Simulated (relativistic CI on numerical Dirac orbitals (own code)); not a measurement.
## Er32+: sensitivity of the levels to the model

Base calculation: Dirac-Coulomb-Breit CI, orbitals from a KLI potential per configuration, a model potential for QED, unscaled Slater integrals.

CI space (outside the closed core [Ar] 3d10): 4s²4p⁶, 4s²4p⁵4d, 4s4p⁶4d, 4s²4p⁵4f, 4s4p⁶4f, 4s²4p⁵5s, 4p⁶4d4f, 4p⁶4d², 4p⁵4d³, 4p⁵4d²4f, 4p⁵4d²5s, 4p⁶4f², 4p⁵4d4f², 4p⁵4f³, 4p⁵4f²5s. Double excitations out of closed p, d and f shells are left out; levels of such configurations are missing from the list, as are those of other unlisted configurations, and high levels can miss mixing partners.

Variants: (1) non-relativistic limit. Shifts of the energy above 4s²4p⁶ ¹S0, in cm⁻¹, for the lowest level and the first level of each name with at least 55 % of one term (blank where a level changes its place among those of its configuration and J or its character, or is not in the variant):

```tsv
Level	Base	Δ(1)
4s²4p⁶ ¹S0	0	0
4s²4p⁵4d ³P°0	1028866	-32311
4s²4p⁵4d ³P°1	1058092	-61537
4s²4p⁵4d ³F°3	1082761	-59953
4s²4p⁵4d ³F°4	1153191	-130384
4s²4p⁵4d ³D°3	1212074	-131202
4s²4p⁵4d ³F°2	1535220	
4s²4p⁵4d ¹P°1	1714608	-372809
4s4p⁶4d ³D1	2258512	-534913
4s4p⁶4d ³D2	2289796	-566197
4s4p⁶4d ³D3	2365593	-641995
4s4p⁶4d ¹D2	2458647	-641108
4s²4p⁵4f ³G4	2500411	-146559
4s²4p⁵4f ³G5	2504862	-151011
```

At this charge energies of transitions that change n are usually good to better than 1 %, and those within a shell (Δn = 0) to a few per cent.

Ionisation energy from the two ground configurations alone: base 1370.03 eV. The NIST ASD value (theoretical) is 1370 eV.

LS names give the leading component of a level, which can be under half, so a name can repeat, a term be missing and a line seem to break the LS rules.
